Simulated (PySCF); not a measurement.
A calculated (B2PLYP, PySCF 2.14, Sapporo-DKH3-DZP-2012, the spin-free X2C one-electron Hamiltonian (Gaussian nucleus)) atom or ion has these occupied shells.

```
shell  electrons  orbital energy (eV)  rms radius, mean of both spins (bohr)
   1s          2              -8300.6                                 0.0624
   2s          2              -1006.6                                  0.265
   2p          6              -862.76                                  0.238
   3s          2              -112.83                                  0.802
   3p          6              -70.228                                  0.861
   3d         10               -3.228                                   1.37
```

(1) Name the element and its charge.

Answers

(1) Ni (nickel, neutral), in [Ar] 3d10, closed-shell 1S (an excited configuration).
